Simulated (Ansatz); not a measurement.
`B[Si](C)(F)S`, relaxed with RKS PBE0-D4/def2-TZVP in the Gaussian-basis code of Ansatz from a PBE-D4/def2-SVP geometry. The force threshold is 0.005 eV/Å; the program also tests the step.

The species carries charge 0 and has multiplicity 1.

Start:

```xyz
11

B     1.454   -1.093    0.055
Si   -0.386   -0.566   -0.287
C    -1.452    0.717    0.569
F    -1.293   -1.213   -1.496
S     1.435    0.511   -1.273
H     1.959   -0.767    1.112
H     1.888   -2.039   -0.572
H    -1.941    1.393   -0.161
H    -0.849    1.313    1.282
H    -2.250    0.203    1.146
H     1.435    1.539   -0.376
```

```json
{"step": "1", "energy (eV)": "-23233.7874", "largest force (eV/Å)": "1.161", "largest move (Å)": "0.000"}
{"step": "2", "energy (eV)": "-23233.8494", "largest force (eV/Å)": "0.715", "largest move (Å)": "0.035"}
{"step": "3", "energy (eV)": "-23233.8672", "largest force (eV/Å)": "0.161", "largest move (Å)": "0.035"}
{"step": "4", "energy (eV)": "-23233.8695", "largest force (eV/Å)": "0.078", "largest move (Å)": "0.042"}
{"step": "5", "energy (eV)": "-23233.8702", "largest force (eV/Å)": "0.043", "largest move (Å)": "0.016"}
{"step": "6", "energy (eV)": "-23233.8705", "largest force (eV/Å)": "0.019", "largest move (Å)": "0.009"}
{"step": "7", "energy (eV)": "-23233.8706", "largest force (eV/Å)": "0.011", "largest move (Å)": "0.004"}
{"step": "8", "energy (eV)": "-23233.8707", "largest force (eV/Å)": "0.004", "largest move (Å)": "0.002"}
```

End:

```xyz
11

B     1.432   -1.103    0.081
Si   -0.370   -0.527   -0.301
C    -1.442    0.713    0.564
F    -1.242   -1.197   -1.461
S     1.399    0.504   -1.270
H     1.972   -0.768    1.093
H     1.854   -2.021   -0.560
H    -1.908    1.400   -0.145
H    -0.856    1.283    1.287
H    -2.236    0.194    1.107
H     1.397    1.523   -0.395
```

Hardware: 4 threads of an Arm Neoverse V1 on a shared host. Wall time 32 s, peak host memory 0.56 GiB.
